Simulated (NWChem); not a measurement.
System: C2H7FSi; SMILES F[SiH](C)C

Program: NWChem. Medium grid unless said otherwise, to which SCAN and Minnesota functionals are sensitive. All runs use the structure optimised with PBE0/def2-SVP. Hybrids' shares of exact exchange are those that their runs print; pure functionals count as 0. The functionals differ in more than this share.

```
row                    share of exact exchange  highest occupied level (eV)
---------------------  -----------------------  ---------------------------
PBE/def2-SVP                              0.00                        -7.36
BP86/def2-SVP                             0.00                        -7.47
B3LYP/def2-SVP                            0.20                        -8.57
r2SCAN0/def2-SVP                          0.25                        -9.08
MN15/def2-SVP                             0.44                     withheld
M06-2X/def2-SVP                           0.54                       -10.06
Hartree-Fock/def2-SVP                     1.00                       -12.27
```

Problem. Fit a straight line of the last column on the one before it, predict the withheld value, and compare with the run.

Solution. 
1. Means of the 6 shown rows: x = 0.332, y = -9.135. Slope Σ(x − x̄)(y − ȳ)/Σ(x − x̄)² = -3.508/0.7341 = -4.778; intercept -7.550.
2. The shown rows scatter about the line by 0.167 (root mean square); the largest residual is -0.34, at r2SCAN0/def2-SVP.
3. At x = 0.44 (MN15/def2-SVP; inside the shown range) the line gives -9.65.
4. The run gives -9.51, +0.14 from the line, 0.8 times the scatter.
